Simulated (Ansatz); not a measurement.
Basis-set extrapolation for AlClH2SSi, SMILES `Cl[SiH]1[AlH][S]1` (PBE0-D4/def2-TZVP geometry, frozen core, the Gaussian-basis code of Ansatz). Multiplicity 1, RHF reference.

```
                       def2-TZVPP    def2-QZVPP
                 HF  -1389.173726  -1389.212971
    MP2 correlation     -0.546257     -0.597296
CCSD(T) correlation     -0.623606       not run
```

Energies in hartree. Use E(X) = E(∞) + A·exp(−7.88·√X) for Hartree–Fock and E(X) = E(∞) + B·X^(−2.97) for correlation, with X = 3 and 4, and add CCSD(T) minus MP2 of the smaller set to the MP2 limit.

Task: What is the CCSD(T) energy at the basis-set limit?

Result: HF limit: -1389.212971 + (-0.039245) × 0.13774 = -1389.21838. MP2 limit: -0.597296 + (-0.051039) × 0.74074 = -0.63510. Higher-order term: -0.623606 − (-0.546257) = -0.07735. Total: -1389.93083 hartree, 3.63 eV below CCSD(T)/def2-TZVPP.
